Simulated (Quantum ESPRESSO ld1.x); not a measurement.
Problem. The hafnium ion Hf52+, configuration [Ar] 3d2. Method: scalar-relativistic Kohn-Sham, LDA (Slater exchange, VWN5 correlation), spin-unpolarised, spherical densities, point nucleus; computed with ld1.x of Quantum ESPRESSO 7.5. Some entries of the table are withheld. Estimate them.

orbital,occ.,eigenvalue (Ry),r(max) (bohr)
1s,2,-5051.83,0.012
2s,2,-1071.15,0.068
2p,6,(1),(2)
3s,2,-406.877,(3)
3p,6,-377.487,(4)
3d,2,-348.357,(5)

Solution. 
(1) 2p eigenvalue (Ry): -972.762
(2) 2p r(max) (bohr): 0.055
(3) 3s r(max) (bohr): 0.185
(4) 3p r(max) (bohr): 0.181
(5) 3d r(max) (bohr): 0.145
